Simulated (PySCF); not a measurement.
A geometry optimisation, step by step.

Compound: mer-MoBr3(H2O)3 (quartet state).
Bonds: Mo1–Br2, Mo1–Br3, Mo1–Br4, Mo1–O5, Mo1–O8, Mo1–O11. Hydrogens: H6, H7 on O5; H9, H10 on O8; H12, H13 on O11.

Computed by this run: PBE0-D3(BJ)/def2-SVP geometry optimisation, gas phase, def2 core potentials past Kr (PySCF 2.14.0); unrestricted, density fitting, grid level 1; the optimiser is geomeTRIC in internal coordinates, started from a GFN2-xTB structure with every atom displaced at random (about 0.03 Å). 8 of its 14 geometries are shown. The frame can shift and turn from step to step; on so coarse a grid that alone can change the energy by a few meV, and forces under 0.02 eV/Å are noise.

Step 0: E = -218178.0929 eV, largest atomic force 6.172 eV/Å
```
atom  x, y, z in Å  |  force x, y, z in eV/Å
Mo1     0.377   -0.021   -0.009   -0.484   0.471  -0.321
Br2    -0.022    0.330    2.482    0.102  -0.075  -0.197
Br3    -0.027   -0.367   -2.542    0.200  -0.051   0.484
Br4     2.927    0.095   -0.017   -0.785  -0.118   0.017
O5     -2.073    0.046   -0.083    2.034   1.212   3.101
H6     -2.548   -0.193    0.738    0.297   0.053  -0.677
H7     -2.466   -0.314   -0.830   -1.320  -1.264  -2.338
O8      0.384    2.446   -0.061   -4.238  -2.560   3.685
H9      1.109    2.791   -0.457    3.990   1.773  -1.983
H10     0.368    2.742    0.901    0.173  -0.622  -1.707
O11     0.364   -2.347    0.080    0.728   0.616  -0.291
H12     1.102   -2.631    0.682   -0.777   0.239  -1.089
H13     0.535   -2.628   -0.864    0.079   0.327   1.314
```

Step 2: E = -218178.9475 eV, largest atomic force 0.954 eV/Å
```
atom  x, y, z in Å  |  force x, y, z in eV/Å
Mo1     0.304    0.039   -0.002   -0.217  -0.292  -0.091
Br2    -0.050    0.323    2.506    0.034   0.026   0.037
Br3    -0.034   -0.329   -2.503    0.052  -0.055  -0.073
Br4     2.792    0.051   -0.004    0.263   0.007   0.015
O5     -1.883    0.119   -0.054   -0.238  -0.014  -0.238
H6     -2.350   -0.145    0.747   -0.079  -0.081   0.169
H7     -2.298   -0.281   -0.837    0.114   0.082   0.130
O8      0.275    2.133   -0.072    0.199   0.729  -0.581
H9      1.085    2.482   -0.488   -0.189  -0.077   0.172
H10     0.290    2.392    0.858    0.038   0.241   0.460
O11     0.324   -2.094    0.078   -0.285  -0.295   0.164
H12     1.062   -2.385    0.627    0.233  -0.136   0.091
H13     0.514   -2.359   -0.834    0.075  -0.136  -0.255
```

Step 4: E = -218179.0069 eV, largest atomic force 0.096 eV/Å
```
atom  x, y, z in Å  |  force x, y, z in eV/Å
Mo1     0.294    0.040   -0.010   -0.048   0.067  -0.050
Br2    -0.044    0.348    2.496    0.019  -0.018   0.004
Br3    -0.030   -0.358   -2.512    0.025  -0.014   0.003
Br4     2.802    0.067   -0.009   -0.007  -0.013   0.008
O5     -1.915    0.100   -0.051   -0.037   0.021   0.013
H6     -2.372   -0.180    0.755    0.013  -0.028  -0.003
H7     -2.320   -0.305   -0.832    0.029   0.006   0.021
O8      0.300    2.214   -0.061   -0.013   0.003  -0.061
H9      1.121    2.541   -0.463   -0.001  -0.053   0.057
H10     0.323    2.474    0.877    0.013  -0.004   0.008
O11     0.312   -2.142    0.069   -0.019   0.018   0.043
H12     1.059   -2.440    0.611    0.023   0.003  -0.033
H13     0.500   -2.410   -0.848    0.001   0.012  -0.008
```

Step 6: E = -218179.0126 eV, largest atomic force 0.081 eV/Å
```
atom  x, y, z in Å  |  force x, y, z in eV/Å
Mo1     0.274    0.056   -0.017    0.031  -0.062   0.005
Br2    -0.035    0.341    2.495   -0.003  -0.002   0.008
Br3    -0.036   -0.353   -2.518   -0.011   0.004  -0.004
Br4     2.785    0.065   -0.016   -0.001   0.002  -0.004
O5     -1.933    0.101   -0.036   -0.022   0.030   0.024
H6     -2.367   -0.218    0.767    0.012  -0.014  -0.007
H7     -2.325   -0.312   -0.819   -0.007  -0.012  -0.016
O8      0.316    2.219   -0.056   -0.021   0.079  -0.001
H9      1.163    2.496   -0.437    0.054   0.006  -0.007
H10     0.349    2.466    0.886   -0.028  -0.005   0.005
O11     0.298   -2.122    0.058    0.015  -0.053   0.017
H12     1.061   -2.414    0.581    0.005   0.016  -0.010
H13     0.480   -2.377   -0.865   -0.024   0.011  -0.009
```

Step 7: E = -218179.0144 eV, largest atomic force 0.065 eV/Å
```
atom  x, y, z in Å  |  force x, y, z in eV/Å
Mo1     0.265    0.062   -0.019    0.044  -0.040   0.026
Br2    -0.028    0.324    2.497   -0.009   0.014  -0.011
Br3    -0.049   -0.340   -2.522   -0.020   0.004   0.011
Br4     2.776    0.064   -0.023   -0.001   0.005  -0.010
O5     -1.945    0.100   -0.025    0.001   0.017   0.003
H6     -2.362   -0.248    0.776    0.004  -0.006   0.004
H7     -2.330   -0.315   -0.810   -0.011  -0.006  -0.018
O8      0.331    2.232   -0.052   -0.005   0.008   0.015
H9      1.195    2.479   -0.417    0.037   0.016  -0.005
H10     0.364    2.471    0.892   -0.034   0.000   0.000
O11     0.288   -2.118    0.049    0.014  -0.025  -0.007
H12     1.064   -2.403    0.557    0.003   0.010  -0.008
H13     0.462   -2.362   -0.880   -0.023   0.003   0.000
```

Step 9: E = -218179.0160 eV, largest atomic force 0.082 eV/Å
```
atom  x, y, z in Å  |  force x, y, z in eV/Å
Mo1     0.266    0.062   -0.020    0.006   0.019   0.013
Br2    -0.022    0.329    2.495    0.000  -0.005   0.009
Br3    -0.071   -0.337   -2.520   -0.009   0.004  -0.004
Br4     2.777    0.059   -0.048   -0.006   0.005  -0.003
O5     -1.947    0.104   -0.013    0.013  -0.014  -0.014
H6     -2.351   -0.267    0.784   -0.006   0.006   0.004
H7     -2.331   -0.309   -0.802    0.004   0.009   0.006
O8      0.338    2.239   -0.034    0.043  -0.050  -0.048
H9      1.216    2.478   -0.378   -0.025   0.009   0.033
H10     0.352    2.467    0.913   -0.018   0.001   0.007
O11     0.287   -2.122    0.030   -0.004   0.032   0.024
H12     1.077   -2.402    0.520    0.011  -0.011  -0.019
H13     0.441   -2.353   -0.905   -0.008  -0.004  -0.005
```

Step 11: E = -218179.0186 eV, largest atomic force 0.060 eV/Å
```
atom  x, y, z in Å  |  force x, y, z in eV/Å
Mo1     0.274    0.059   -0.018   -0.041   0.032  -0.024
Br2    -0.005    0.313    2.500    0.012  -0.008   0.006
Br3    -0.103   -0.321   -2.518    0.014  -0.009  -0.002
Br4     2.783    0.059   -0.086   -0.001   0.002   0.009
O5     -1.940    0.112    0.004    0.012  -0.032  -0.009
H6     -2.336   -0.282    0.795   -0.014   0.013  -0.004
H7     -2.323   -0.286   -0.793    0.009   0.013   0.018
O8      0.343    2.234   -0.010    0.042  -0.023  -0.036
H9      1.234    2.481   -0.310   -0.040  -0.005   0.032
H10     0.308    2.452    0.939    0.001   0.004   0.001
O11     0.290   -2.125    0.005    0.003   0.036   0.033
H12     1.102   -2.409    0.454    0.008  -0.020  -0.017
H13     0.404   -2.341   -0.940   -0.003  -0.004  -0.008
```

Step 13: E = -218179.0202 eV, largest atomic force 0.030 eV/Å
```
atom  x, y, z in Å  |  force x, y, z in eV/Å
Mo1     0.277    0.060   -0.018   -0.006  -0.004  -0.013
Br2     0.007    0.304    2.503    0.001   0.001  -0.001
Br3    -0.102   -0.324   -2.519    0.004  -0.002   0.004
Br4     2.785    0.069   -0.090    0.003   0.000   0.006
O5     -1.935    0.111    0.008    0.008  -0.011   0.001
H6     -2.340   -0.280    0.795   -0.005   0.006  -0.004
H7     -2.318   -0.277   -0.794   -0.006   0.000  -0.002
O8      0.342    2.230   -0.003   -0.015   0.022   0.014
H9      1.241    2.482   -0.274    0.017  -0.004  -0.007
H10     0.281    2.446    0.946   -0.002  -0.001  -0.003
O11     0.294   -2.123   -0.002    0.016  -0.011   0.006
H12     1.117   -2.417    0.421   -0.003   0.001  -0.001
H13     0.383   -2.333   -0.951   -0.010   0.003   0.000
```

Q: Summarise the path.

A: The energy falls by 89.47 kJ/mol from step 0 to step 13; nine tenths of that is first reached at step 2. It falls at every step. The largest force goes from 6.172 to 0.030 eV/Å. Among the bonds Mo1–O8 changes most, from 2.468 to 2.172 Å; the atoms move by 0.218 Å rms after alignment.

Q: Follow the three bonds and two angles with the largest change from start to end.

A: 
| step | E above end (kJ/mol) | largest force (eV/Å) | Mo1–O8 (Å) | Mo1–O5 (Å) | Mo1–O11 (Å) | Mo1–O8–H9 (°) | H12–O11–H13 (°) |
| --- | --- | --- | --- | --- | --- | --- | --- |
| 0 | 89.47 | 6.172 | 2.468 | 2.452 | 2.327 | 113.4 | 111.4 |
| 1 | 22.05 | 1.255 | 2.336 | 2.359 | 2.231 | 112.6 | 109.8 |
| 2 | 7.02 | 0.954 | 2.096 | 2.189 | 2.135 | 111.1 | 107.7 |
| 3 | 2.14 | 0.327 | 2.202 | 2.216 | 2.184 | 111.2 | 107.4 |
| 4 | 1.29 | 0.096 | 2.175 | 2.210 | 2.183 | 110.4 | 107.0 |
| 5 | 0.93 | 0.092 | 2.163 | 2.208 | 2.179 | 109.2 | 106.7 |
| 6 | 0.73 | 0.081 | 2.164 | 2.208 | 2.180 | 108.1 | 106.5 |
| 7 | 0.56 | 0.065 | 2.171 | 2.210 | 2.181 | 106.7 | 106.4 |
| 8 | 0.49 | 0.046 | 2.175 | 2.212 | 2.183 | 106.3 | 106.5 |
| 9 | 0.40 | 0.082 | 2.179 | 2.214 | 2.185 | 106.1 | 106.6 |
| 10 | 0.27 | 0.091 | 2.179 | 2.215 | 2.185 | 106.2 | 106.7 |
| 11 | 0.16 | 0.060 | 2.176 | 2.215 | 2.185 | 106.4 | 106.6 |
| 12 | 0.04 | 0.035 | 2.173 | 2.214 | 2.183 | 106.6 | 106.4 |
| 13 | 0.00 | 0.030 | 2.172 | 2.213 | 2.182 | 106.6 | 106.4 |

What follows is the cost of the whole optimisation. The run took 34 min of wall time on an AMD EPYC with one thread, no GPU, shared host with 64 logical CPUs at a one-minute load of 57, and the process peaked at 1.4 GiB of memory.
